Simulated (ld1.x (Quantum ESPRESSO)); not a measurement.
# Ranking TM potentials for Sm (Z = 62)

All share these settings but for the change named:

```
Element                 : samarium (Sm)
Generator               : ld1.x (Quantum ESPRESSO) 7.5
Type                    : norm-conserving Troullier–Martins (Kleinman–Bylander form)
Functional              : PBEsol
Relativity              : scalar-relativistic
Frozen core             : [Kr] 4d10 4f5
Valence charge          : 11
Reference configuration : 5s2 5p6 5d1 6s0 6p0 (charge +2)
Partial waves           : 5s (bound): rc 1.55 bohr; 5p (bound): rc 1.95 bohr; 5d (bound): rc 3.25 bohr
Local potential         : all-electron potential smoothed inside 3.05 bohr (lloc = -1)
Core correction         : none
```

Cutoff: the first of the cutoffs (Ry, on a coarse ladder) from which the occupation-weighted sum of valence levels, in a spherical-Bessel basis at the reference potential, stays within 10 and 1 mRy of its value at 400 Ry; the density cutoff is not measured.

The base gives 55 Ry.

Of 10 variants that were run, those that failed, showed a ghost or another fault, or gave nearly equal values are left out.

A variant can come out equal or close to the base.

(1) Rank these variants from softest to hardest (loose cutoff).
A. wave 5s (bound): rc 1.55 bohr becomes 5s (bound): rc 2.02 bohr
B. wave 5s (bound): rc 1.55 bohr becomes 5s (bound): rc 2.34 bohr
C. wave 5s (bound): rc 1.55 bohr becomes 5s (bound): rc 1.12 bohr
D. wave 5s (bound): rc 1.55 bohr becomes 5s (bound): rc 0.98 bohr
E. wave 5s (bound): rc 1.55 bohr becomes 5s (bound): rc 1.44 bohr

Answers

(1) B (30 Ry), A (40 Ry), E (60 Ry), C (110 Ry), D (260 Ry).
